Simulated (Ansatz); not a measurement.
`O[Si](O)(F)F` + CH₄ → `C[Si](O)(F)F` + H₂O at 700 K and 1 bar (formal exchange of groups at the Si–O bond).

Computed with Ansatz on PBE0-D4/def2-TZVP structures; ΔE is electronic, products minus reactants. CCSD(T)/CBS is the MP2 limit (def2-TZVPP, def2-QZVPP) plus CCSD(T) − MP2 in def2-TZVPP, frozen cores. This one scheme is used for every species. One conformer a species, not always the lowest.

```
       species  CCSD(T)/CBS energy (Eh)  H − E (kJ/mol)  S (J/(mol·K))
`O[Si](O)(F)F`               -640.47553           157.0          417.1
           CH₄                -40.46206           145.9          224.0
`C[Si](O)(F)F`               -604.51944           223.5          443.0
           H₂O                -76.37941            80.5          218.4
```

H − E and S are ideal-gas, rigid-rotor, harmonic terms from PBE0-D4/def2-TZVP, for one conformer and one mirror image of each species. 1 Eh = 2625.50 kJ/mol, R = 8.31446 J/(mol·K).

Task: By hand: ΔE, ΔH, ΔS and ΔG.

Result: ΔE = (-604.51944) + (-76.37941) − (-640.47553) − (-40.46206) = 0.03874 Eh = 101.7 kJ/mol. Δ(H − E) = 223.5 + 80.5 − 157.0 − 145.9 = 1.1, so ΔH = 102.8 kJ/mol. ΔS = 443.0 + 218.4 − 417.1 − 224.0 = 20.3 J/(mol·K). ΔG = 102.8 − 700 × (20.3)/1000 = 88.6 kJ/mol.

Task: By hand: the equilibrium constant, and the temperature at which ΔG would vanish if ΔH and ΔS stayed fixed.

Result: log₁₀ K = −ΔG/(RT ln 10) = -6.6. ΔG = 0 at ΔH/ΔS = 5064 K, far beyond where these terms or the molecules hold.

ΔH outweighs TΔS. A doubt of 5 kJ/mol in ΔE shifts log₁₀ K by 0.4 here. Other conformers and mirror images would add mixing entropy, several J/(mol·K) or more a flexible species. These are equilibria of isolated gas molecules and say nothing of rates. Largest T1 diagnostic: 0.011 (customary marks: 0.02 for closed shells, 0.045 for open ones).
